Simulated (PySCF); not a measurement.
H2Mg, SMILES [MgH2], PBE0/def2-SVP optimised geometry.

```
3

Mg     0.00     0.00     0.00
H      1.71     0.00     0.00
H     -1.71     0.00     0.00
```

Density from PBE0/def2-TZVP in PySCF at that geometry.

Minimum of the electron density along straight lines between bonded atoms, close to the bond critical point (lines longer than 1.1 times the sum of covalent radii, or with two minima, are not listed):

```
bond    length / Å  ρ at the minimum / e bohr⁻³  ∇²ρ there / e bohr⁻⁵  position (fraction from the first atom)
------  ----------  ---------------------------  --------------------  ---------------------------------------
Mg1–H2       1.705                        0.055                  0.21                                     0.51
Mg1–H3       1.705                        0.055                  0.21                                     0.51
```
